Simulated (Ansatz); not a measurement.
Program: Ansatz. Geometries: PBE0-D4/def2-TZVP. ΔE: electronic, gas phase. CCSD(T)/CBS is the MP2 limit (def2-TZVPP, def2-QZVPP) plus CCSD(T) − MP2 in def2-TZVPP, frozen cores. Functionals use def2-TZVPP. B3LYP here is the variant with VWN-RPA as its local correlation; programs differ in this. One conformer a species, not always the lowest.

`CC[SiH](O)[SiH3]` + `C=CCS` → `C=CCSCC` + `O[SiH2][SiH3]`  (substitution at a C–Si bond)

| level | ΔE (kcal/mol) | difference from CCSD(T)/CBS |
| --- | --- | --- |
| PBE-D4 | 6.5 | -0.5 |
| r2SCAN-D4 | 7.0 | 0.0 |
| PBE0-D4 | 7.1 | 0.1 |
| B3LYP-D4 | 7.0 | 0.0 |
| ωB97M-V | 7.6 | 0.6 |
| PBE | 7.0 | 0.0 |
| r2SCAN | 7.2 | 0.2 |
| PBE0 | 7.5 | 0.5 |
| HF/def2-TZVPP | 8.3 | 1.3 |
| SCS-MP2/def2-TZVPP | 6.8 | -0.2 |
| CCSD/def2-TZVPP | 7.9 | 0.9 |
| CCSD(T)/def2-TZVPP | 7.4 | 0.4 |
| HF/def2-QZVPP | 8.2 | 1.2 |
| SCS-MP2/def2-QZVPP | 6.6 | -0.4 |
| HF/CBS(def2) | 8.2 | 1.2 |
| MP2/CBS(def2) | 6.2 | -0.8 |
| CCSD(T)/CBS | 7.0 | 0 |

Largest T1 diagnostic among the species: 0.012.

In def2-TZVPP, CCSD(T) changes the Hartree–Fock value by −0.8 kcal/mol (the triples alone add −0.5 kcal/mol) and MP2 by −1.6 kcal/mol. The D4 term adds −0.8 kcal/mol with B3LYP and −0.4 kcal/mol with PBE0; it sums over pairs of atoms, weighted by their polarisabilities, and B3LYP, whose exchange is more repulsive, gets the larger term.
